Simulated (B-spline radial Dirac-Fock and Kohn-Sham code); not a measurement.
# Form factor and incoherent scattering function of Ca¹²⁺

System: the Ca¹²⁺ ion, configuration [He] 2s2 2p4.

The run's input, task.json:

```json
{"items": [{
  "Z": 20,
  "q": 12,
  "cfg": [[1, 0, 2], [2, 0, 2], [2, 1, 4]],
  "A": 40,
  "rrms": 3.4776,
  "do": ["scatter"],
  "s": [0.0, 0.05, 0.1, 0.15, 0.2, 0.25, 0.3, 0.35, 0.4, 0.45, 0.5, 0.6, 0.7, 0.8, 0.9, 1.0, 1.1, 1.2, 1.4, 1.6, 1.8, 2.0, 2.5, 3.0, 3.5, 4.0, 5.0, 6.0],
  "pz": [0, 0.1, 0.14, 0.19, 0.26, 0.36, 0.5, 0.69, 0.96, 1.3, 1.8, 2.5, 3.5, 4.8, 6.6, 9.1, 13.0, 17.0, 24.0, 33.0, 46.0],
  "hv_scatter": [1000, 2000, 5000, 17479.3, 20000, 30000, 100000, 200000]
}]}
```

Launch: `python xray_run.py task.json out`

Level of theory: configuration-average Dirac-Fock orbitals; a radial atomic solver. f₀ is the Fourier transform of the spherical electron density, S the Waller-Hartree incoherent function, and s = sin θ/λ.

```tsv
s (Å⁻¹)	f₀	S
0	8.000	0.000
0.05	7.986	0.017
0.1	7.945	0.069
0.15	7.878	0.155
0.2	7.784	0.272
0.25	7.666	0.418
0.3	7.526	0.592
0.35	7.365	0.789
0.4	7.185	1.006
0.45	6.989	1.240
0.5	6.779	1.486
0.6	6.328	2.004
0.7	5.851	2.533
0.8	5.366	3.049
0.9	4.890	3.537
1	4.434	3.984
1.1	4.009	4.385
1.2	3.621	4.739
1.4	2.962	5.309
1.6	2.459	5.727
1.8	2.090	6.034
2	1.824	6.267
2.5	1.443	6.678
3	1.244	6.982
3.5	1.097	7.229
4	0.964	7.428
5	0.724	7.699
6	0.529	7.846
```

f₀ starts at the number of electrons, 8, and has fallen to half at s ≈ 1.10 Å⁻¹. The sum of ⟨r²⟩ over the electrons is 0.7468 bohr².

Values without a named source are computed, but for edge energies of neutral atoms, which are taken from tables.
